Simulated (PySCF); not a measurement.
C2H6BFN2, SMILES C/N=C/B(N)F. The structure is a stationary point at PBE-D3(BJ)/def2-SVP. The structure was generated by enumeration; whether it is a known compound was not checked. Other conformers were not sampled.

Level of theory: PBE-D3(BJ)/def2-SVP run with PySCF.

Harmonic wavenumbers (cm⁻¹): 104, 147, 181, 224, 327, 399, 465, 485, 595, 634, 818, 858, 912, 1004, 1087, 1108, 1220, 1340, 1354, 1386, 1394, 1409, 1540, 1680, 2861, 2891, 3004, 3025, 3505, 3632. Rotational constants (GHz): 8.431, 1.827, 1.516; symmetry number 1.

**Question.** Work out the zero-point energy and the ideal-gas rigid-rotor harmonic-oscillator thermochemistry at 298.15 K and 1 atm.

**Answer.** ZPE = ½ Σ hcν = ½ × 39591 cm⁻¹ = 236.80 kJ/mol. H − E(el) = 258.06 kJ/mol. Entropy in J/(mol K): translation 164.57, rotation 113.06, vibration 65.87, total 343.50. G − E(el) = 155.64 kJ/mol. Cp = 111.51 J/(mol K). Modes under 150 cm⁻¹ make the vibrational entropy uncertain.
